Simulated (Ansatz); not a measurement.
`O[Si](O)(S)[TeH]` + `C=CC(C)C` → `CC(C)[TeH]` + `C=C[Si](O)(O)S`  (formal exchange of groups at a Te–Si bond)

Computed with Ansatz on PBE0-D4/def2-TZVP structures; ΔE is electronic, products minus reactants. CCSD(T)/CBS is the MP2 limit (def2-TZVPP, def2-QZVPP) plus CCSD(T) − MP2 in def2-TZVPP, frozen cores. DFT in def2-TZVPP. Elements past krypton have def2 core potentials. For Te outer-core shells are correlated without core-valence functions, which leaves a few kJ/mol of doubt a bond. One conformer a species, not always the lowest.

```
         level  ΔE (kJ/mol)
        PBE-D4         60.9
       ωB97X-V         59.0
          PBE0         63.4
MP2/def2-QZVPP         55.4
```

Q: What does CCSD(T)/CBS give? (An estimate is asked.)

A: Ansatz gave: +53.8 kJ/mol. The listed levels differ from it by 7.1, 5.2, 9.6, 1.6 kJ/mol.

Largest T1 diagnostic among the species: 0.012.

In def2-TZVPP, CCSD(T) changes the Hartree–Fock value by −6.3 kJ/mol (the triples alone add −1.1 kJ/mol) and MP2 by −3.1 kJ/mol.
